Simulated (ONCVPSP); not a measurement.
# Which change was made? (Si, ONCV)

- Element: silicon (Si)
- Generator: ONCVPSP 4.0.1
- Type: optimised norm-conserving Vanderbilt (ONCV)
- Functional: PBE
- Relativity: scalar-relativistic
- Frozen core: [Ne]
- Valence charge: 4
- Reference configuration: 3s2 3p2
- Partial waves: 3s: rc 1.45 bohr, ncon 4, nbas 7, qcut 4.8 1/bohr, 2 projectors, debl 3.1 Ha; 3p: rc 1.50 bohr, ncon 4, nbas 7, qcut 5.4 1/bohr, 2 projectors, debl 3.5 Ha; d scattering state at 0.05 Ha: rc 1.25 bohr, ncon 4, nbas 7, qcut 7.4 1/bohr, 1 projector
- Local potential: polynomial inside 0.95 bohr (lpopt 5, dvloc0 3 Ha)
- Core correction: Teter function, fcfact 2.25, rcfact 1

Cutoffs, loose and tight: the cutoffs (Ha) at which the residual kinetic energy of the hardest occupied pseudo-wave falls to 1 and 0.1 mHa per electron. They do not see the model core or the augmentation charge, which bear on the density cutoff. Test errors are all-electron minus pseudo excitation energies from the reference, over the configurations 3s2 3p1; 3s2 3p0; 3s1 3p0; 3s0 3p4; variants that change the core or the reference have their own tests.

The base gives: outcome: generated; cutoff, loose: 11 Ha; cutoff, tight: 56 Ha; bound ghosts: s; GHOST(+) flags above zero: none; largest test error (meV): +38.

**Question.** After one change the result is: outcome: generated; cutoff, loose: 11 Ha; cutoff, tight: 56 Ha; bound ghosts: s; GHOST(+) flags above zero: none; largest test error (meV): +19. Which change was it?
A. core correction Teter function, fcfact 2.25, rcfact 2.02
B. core correction Teter function, fcfact 2.25, rcfact 1.66
C. core correction Teter function, fcfact 2.25, rcfact 1.3
D. core correction Teter function, fcfact 2.25, rcfact 1.16

**Answer.** C. The others give: core correction Teter function, fcfact 2.25, rcfact 1.66 → outcome: generated; cutoff, loose: 11 Ha; cutoff, tight: 56 Ha; bound ghosts: s; GHOST(+) flags above zero: none; largest test error (meV): -114 | core correction Teter function, fcfact 2.25, rcfact 1.16 → outcome: generated; cutoff, loose: 11 Ha; cutoff, tight: 56 Ha; bound ghosts: s; GHOST(+) flags above zero: none; largest test error (meV): +27 | core correction Teter function, fcfact 2.25, rcfact 2.02 → outcome: generated; cutoff, loose: 11 Ha; cutoff, tight: 56 Ha; bound ghosts: s; GHOST(+) flags above zero: none; largest test error (meV): -468.
